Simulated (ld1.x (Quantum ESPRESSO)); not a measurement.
**Configuration tests for Pb (Z = 82) (TM)**

```json
{"Element": "Pb (Z = 82)", "Generator": "ld1.x (Quantum ESPRESSO) 7.5", "Type": "norm-conserving Troullier–Martins (Kleinman–Bylander form)", "Functional": "PBE", "Relativity": "fully relativistic", "Frozen core": "[Xe] 4f14", "Valence charge": "14", "Reference configuration": "5d10 6s1.75 6p2.25", "Partial waves": "6p (bound): rc 2.80 bohr; 5d (bound): rc 2.00 bohr; 6s (bound): rc 2.05 bohr", "Local potential": "the s channel", "Core correction": "none"}
```

Open shells are filled in proportion to 2j + 1 (rel_dist='average').

Energies are relative to the spin-unpolarised reference configuration 5d10 6s1.75 6p2.25; without spin polarisation the order of configurations can differ from experiment.

| valence configuration | charge | ΔE all-electron (eV) | error AE − PS (meV) |
| --- | --- | --- | --- |
| 5d10 6s2 6p2 | 0 | -2.107 | +0.1 |
| 5d10 6s2 6p0 | +2 | 18.196 | +1.3 |
| 5d10 6s1 6p2 | +1 | 13.942 | +4.3 |
| 5d10 6s1 6p3 | 0 | 6.460 | +0.2 |
| 5d10 6s2 6p1.5 | +0.5 | 0.442 | -0.1 |
| 5d9 6s2 6p2 | +1 | 24.969 | -107 |

(1) What are ΔE and the potential's error for 5d10 6s2 6p1?

Levels in the configuration 5d10 6s2 6p2:

```
   level  all-electron (eV)  pseudo (eV)
5d j=3/2            -22.643      -22.640
5d j=5/2            -20.061      -20.058
6s j=1/2            -11.986      -11.987
6p j=1/2             -4.580       -4.580
6p j=3/2             -3.118       -3.119
```

Answers

(1) ΔE = 4.591 eV all-electron; the error (AE − PS) is +0.3 meV.
